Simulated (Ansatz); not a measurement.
Ansatz (an electronic-structure program) input:

Ansatz 0.2 input:
```yaml
crystal:
  periodic: [false, false, false]
  atoms:
    - {symbol: Nb, position_ang: [0.05753614, -0.01046906, -0.01038116]}
    - {symbol: F, position_ang: [1.86566141, -0.33946874, -0.33661845]}
    - {symbol: F, position_ang: [-0.93034698, -0.41776267, 1.54859233]}
    - {symbol: F, position_ang: [-1.19742350, 0.80492379, -1.16468193]}
basis:
  gaussian:
    orbitals: def2-TZVP
hamiltonian:
  xc: b3lyp
  dispersion: d3bj
magnetization: {spin_polarized: true, initial_magnetization: 2}
phonons: {temperatures: {t_min: 298.15, t_max: 298.15, t_step: 100}}
```

What final total energy does it print?

-356.82524 Eh (B3LYP-D3(BJ)/def2-TZVP). The basis has 133 functions.

The spin state was set by rule; other spins were not relaxed.
